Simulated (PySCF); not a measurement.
Computed shifts of a molecule C₃H₆BNO, PySCF with PBE/pcSseg-1, GIAO, gas phase, equivalent atoms averaged, in ppm (number of nuclei): ¹³C: 160.4 (1), 122.9 (1), 56.8 (1). ¹⁵N: 106.3 (1). ¹H: 6.05 (1), 5.80 (1), 4.13 (2), 3.49 (1), 3.22 (1). References: ¹³C against TMS (σ = 182.0 ppm); ¹⁵N against NH3 (σ = 267.0 ppm); ¹¹B against BF3 (σ = 83.9 ppm); ¹⁷O against H2O (σ = 334.3 ppm); ¹H against TMS (σ = 31.49 ppm), references at their B3LYP-D3(BJ)/def2-TZVP geometries, non-relativistic. Geometry: r2SCAN-D4/def2-SVP. Other conformers were not sampled.

Pick the molecule that these values belong to.
A) CC1=COB1N
B) C=C1OCB1N
C) C=C1CNB1O
D) CB(C)N=C=O

C, C=C1CNB1O
